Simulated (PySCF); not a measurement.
Steps of a relaxation of [Yb(NH3)2]3+

[Yb(NH3)2]3+ (singlet in the valence; each metal's 4f electrons, 13 of them, lie in its core potential, out of spins and levels). PySCF 2.14.0, RKS TPSS, Yb lcecp-1-SVP with ECP59, N def2-SVP, H def2-SVP; non-relativistic Hamiltonian with scalar-relativistic core potentials where named; density fitting; no spin-orbit coupling. Origin of the start: displaced along the imaginary mode. Columns: position (Å) and force (eV/Å). Energies are counted from the last step; some of the 17 steps are shown. Forces carry noise of the integration grid, about 0.01 to 0.03 eV/Å.

Run from Python with OMP_NUM_THREADS=2. Where DIIS fails, smearing, a level shift and second-order steps follow.
It took 81 s on 2 threads of Arm Neoverse V1, on a shared host, from the converged density of the start.

```xyz
9
step 0  E = 0.384 eV
Yb   -0.0075    0.0412    0.0000    -0.04    0.23    0.00
N     0.0373   -0.2047    2.3766     0.00   -0.13   -0.02
H     0.8591    0.2317    2.8621    -0.01   -0.02   -0.04
H    -0.7726    0.2321    2.8832     0.03   -0.04   -0.05
H     0.0435   -1.1779    2.7724     0.00    0.07   -0.07
N     0.0373   -0.2047   -2.3766     0.03   -0.04    0.02
H     0.8572   -0.7089   -2.7952    -0.03    0.02    0.05
H    -0.7707   -0.7093   -2.8163     0.01    0.01    0.04
H     0.0435    0.7040   -2.9061     0.00   -0.10    0.06
```

```xyz
9
step 5  E = 0.083 eV
Yb   -0.1359    0.8078   -0.0004     0.05   -0.25    0.02
N     0.0358   -0.2018    2.1516    -0.02    0.00   -0.10
H     0.8851    0.0853    2.7014    -0.04   -0.04   -0.10
H    -0.7455    0.0668    2.8034     0.06   -0.07   -0.11
H     0.0560   -1.2524    2.2340    -0.02    0.23   -0.12
N     0.0368   -0.1999   -2.1509     0.02    0.09   -0.02
H     0.8760   -0.8025   -2.3574    -0.11    0.13    0.14
H    -0.7565   -0.8188   -2.4590     0.06    0.09    0.12
H     0.0753    0.5189   -2.9228     0.01   -0.18    0.16
```

```xyz
9
step 11  E = 0.005 eV
Yb   -0.1800    1.0725   -0.0006     0.00   -0.05    0.00
N     0.0311   -0.1853    1.9393    -0.01   -0.19    0.10
H     0.9080   -0.0159    2.4898     0.04    0.04    0.00
H    -0.7164   -0.0026    2.6534    -0.01    0.01    0.01
H     0.0178   -1.2361    1.8693    -0.02    0.17   -0.11
N     0.0357   -0.1821   -1.9423     0.04   -0.07   -0.14
H     0.8969   -0.7787   -2.0357    -0.06    0.07    0.05
H    -0.7327   -0.8670   -2.1554     0.02    0.05    0.06
H     0.0666    0.3988   -2.8178     0.00   -0.04    0.03
```

Task: Where does the relaxation end?

Result: It converges at step 16 in C1:
```xyz
9
step 16  E = 0
Yb   -0.1898    1.1129   -0.0001
N     0.0289   -0.1814    1.9153
H     0.9163   -0.0358    2.4576
H    -0.7102   -0.0204    2.6433
H     0.0049   -1.2214    1.7878
N     0.0371   -0.1781   -1.9168
H     0.9018   -0.7681   -1.9773
H    -0.7291   -0.8717   -2.0968
H     0.0672    0.3674   -2.8131
```

Task: How did the contacts change?

Result: 
```
     contact  start (Å)  end (Å)
Yb1–N2 (NH3)      2.390    2.322
Yb1–N6 (NH3)      2.390    2.322
```


No frequency check is given that shows the relaxed geometry to be a minimum. An lcecp potential fixes the number of 4f electrons, so in runs with it no electron can move into or out of that shell.
